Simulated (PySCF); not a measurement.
B3LYP has the VWN-RPA correlation part, as in Gaussian. Delta-SCF ions had no search for a lower state. Excitations are Tamm–Dancoff values on a coarser integration grid. The basis has no diffuse functions, so Rydberg states are missing or too high.

Z-matrix (Å, degrees):
```
N
C 1 1.3900
C 1 1.4075 2 118.76
C 3 1.4058 1 121.64 2 153.42
C 4 1.3868 3 120.36 1 179.03
H 4 1.0893 5 119.60 3 -178.53
H 5 1.0926 4 118.90 6 0.99
C 5 1.3996 7 120.04 4 179.02
C 8 1.3835 5 118.87 7 -176.30
H 8 1.0917 9 120.67 5 -177.88
H 9 1.0922 8 122.30 10 -1.27
C 9 1.4013 11 116.76 8 178.54
C 1 1.4075 2 118.76 3 -179.99
C 13 1.4057 1 121.65 2 153.41
C 14 1.3868 13 120.36 1 179.03
H 14 1.0893 15 119.60 13 -178.53
H 15 1.0926 14 118.90 16 0.99
C 15 1.3996 17 120.04 14 179.02
C 18 1.3835 15 118.87 17 -176.30
H 18 1.0917 19 120.67 15 -177.88
H 19 1.0922 18 122.30 20 -1.27
C 19 1.4013 21 116.77 18 178.54
C 2 1.4109 1 120.57 3 19.77
C 23 1.3967 2 119.87 1 179.35
C 24 1.3903 23 121.20 2 1.33
C 25 1.3903 24 118.99 23 -0.67
H 25 1.0916 24 120.51 23 179.33
H 24 1.0925 25 122.09 27 -0.57
H 26 1.0925 25 122.09 27 -0.57
C 26 1.3967 29 116.71 25 -179.90
C 23 1.4738 24 119.24 28 1.27
O 31 1.2179 23 122.92 24 -9.40
C 30 1.4738 26 119.24 29 1.27
O 33 1.2179 30 122.92 26 -9.41
```
Charge 0, spin multiplicity 1.

Task: Predict the T1 excitation (TDA), dipole moment, LUMO, vertical ionisation energy (Delta-SCF), S1 excitation (TDA), brightest of the four lowest singlets (TDA), S1 oscillator strength and HOMO from B3LYP-D3(BJ)/def2-SVP // PBE0-D3(BJ)/def2-SVP run with PySCF.

Result: 
- T1 excitation (TDA): 2.62 eV
- dipole moment: 3.70 D
- LUMO: -2.52 eV
- vertical ionisation energy (Delta-SCF): 7.57 eV
- S1 excitation (TDA): 3.25 eV
- brightest of the four lowest singlets (TDA): 3.25 eV
- S1 oscillator strength: 0.182
- HOMO: -6.16 eV
